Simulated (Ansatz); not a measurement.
Calculated with Ansatz (gas phase, PBE0-D4/def2-TZVP geometries, no zero-point term in ΔE). CBS: MP2 limit from def2 TZ/QZ plus the TZ coupled-cluster correction, frozen cores. Functionals use def2-TZVPP. HSE06 is defined as in plane-wave codes. Each species was taken in one conformer, which may not be the lowest.

`CC(C)BO` + `N[SiH]1SS1` → `OB[SiH]1SS1` + `CC(C)N`  (formal exchange of groups at a B–C bond)

```tsv
level	ΔE (kJ/mol)
HSE06-D4	126.9
CAM-B3LYP-D4	138.2
r2SCAN	134.0
PBE0	126.6
HSE06	126.4
CCSD/def2-SVP	121.5
MP2/def2-TZVPP	142.2
CCSD/def2-TZVPP	135.7
```

Q: What does CCSD(T)/CBS give? (An estimate is asked.)

A: The calculation gave: +135.4 kJ/mol. The listed levels differ from it by -8.5, 2.8, -1.4, -8.8, -9.0, -13.9, 6.8, 0.3 kJ/mol.

Q: What do rigid-rotor, harmonic-oscillator terms from PBE0-D4/def2-TZVP frequencies (298.15 K, 1 bar) make of the CCSD(T)/CBS value? (An estimate is asked.)

A: The calculation gave: ΔZPE = +4.5 kJ/mol, ΔH = +138.3 kJ/mol, ΔS = -21 J/(mol·K), ΔG = +144.4 kJ/mol. Modes under 50 cm⁻¹ make the entropy rough.

Largest T1 diagnostic among the species: 0.015.

At CCSD(T), def2-SVP lies −16.1 kJ/mol from the extrapolated value and def2-TZVPP −1.8 kJ/mol. From PBE to PBE0 (25 % exact exchange), in def2-TZVPP and without D4, ΔE moves by +7.3 kJ/mol.
